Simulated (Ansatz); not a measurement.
`CCSB(O)O` + H₂S → `OB(O)S` + `CCS`  (ligand exchange at a B–S bond)

Program: Ansatz. Geometries: PBE0-D4/def2-TZVP. ΔE: electronic, gas phase. CCSD(T)/CBS adds triple-zeta CCSD(T) − MP2 to the extrapolated MP2 energy (def2 sets, frozen cores). This one scheme is used for every species. DFT in def2-TZVPP. One conformer a species, not always the lowest.

`CCSB(O)O`:

```xyz
13

C     0.511    1.249    1.302
C     1.195    0.073    0.639
S     0.110   -1.373    0.435
B    -0.858   -0.926   -1.034
O    -1.836   -1.756   -1.506
O    -0.613    0.241   -1.692
H     1.222    2.069    1.442
H     0.111    0.973    2.279
H    -0.311    1.615    0.685
H     2.030   -0.288    1.242
H     1.583    0.340   -0.343
H    -1.955   -2.557   -0.992
H    -1.187    0.340   -2.457
```

H₂S:

```xyz
3

S     0.034    0.056   -0.616
H     0.491   -0.850    0.261
H    -0.525    0.794    0.355
```

`OB(O)S`:

Cartesian coordinates in Å:
```
O -0.024 -1.129 0.416
B 0.105 0.041 -0.275
O 0.612 0.014 -1.533
S -0.354 1.697 0.349
H -0.387 -1.045 1.298
H 0.836 -0.879 -1.811
H -0.787 1.301 1.556
```

`CCS`:

Z-matrix (Å, degrees):
```
C
C 1 1.514
H 1 1.094 2 110.6
H 1 1.091 2 111.0 3 120.4
H 1 1.093 2 111.0 3 -119.6
S 2 1.813 1 114.1 3 -177.2
H 2 1.092 1 111.5 3 58.7
H 2 1.093 1 110.8 3 -60.2
H 6 1.343 2 96.8 1 -62.2
```

| species | ωB97X-V energy (Eh) |
| --- | --- |
| `CCSB(O)O` | -654.04095 |
| H₂S | -399.34253 |
| `OB(O)S` | -575.40540 |
| `CCS` | -477.97442 |

Problem. Work out ΔE.

Solution. ΔE = (-575.40540) + (-477.97442) − (-654.04095) − (-399.34253) = 0.00366 Eh = +0.10 eV. CCSD(T)/CBS gives +0.11 eV.

Largest T1 diagnostic among the species: 0.012.

In def2-TZVPP, CCSD(T) changes the Hartree–Fock value by +0.08 eV (the triples alone add +0.02 eV) and MP2 by +0.09 eV. The D4 term adds +0.06 eV with B3LYP and +0.03 eV with PBE0; it sums over pairs of atoms, weighted by their polarisabilities, and B3LYP, whose exchange is more repulsive, gets the larger term.

B3LYP here is the variant with VWN-RPA as its local correlation; programs differ in this.
